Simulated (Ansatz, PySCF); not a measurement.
Gas-phase reaction in SMILES: CC1=C(F)CO1 → O=C[C@@H]1C[C@H]1F
Geometries: B3LYP-D3(BJ)/def2-TZVP minima from Ansatz (a quantum-chemistry and plane-wave program), one conformer each, not searched for the lowest.

Quantity: isomerisation energy (electronic energy difference), in eV. Valence correlation only, unless marked. Spin-orbit coupling is left out. Non-relativistic. CBS(X,Y): correlation extrapolated as X^-3; Hartree-Fock from the larger set. The bracket is a focal-point correction in the basis named.

RI-MP2/CBS(cc-pVTZ,cc-pVQZ)+[CCSD(T)-MP2]/cc-pVTZ (Ansatz) gives -0.75 eV.

Problem. Another calculation gave -0.81 eV. Which level was it?
(A) r2SCANh/def2-TZVPD (Ansatz)
(B) HF/def2-TZVPD (PySCF)
(C) SVWN5/def2-TZVPD (Ansatz)

Solution. A, r2SCANh/def2-TZVPD (Ansatz). The others give -0.98 (HF), -0.59 (SVWN5) eV.
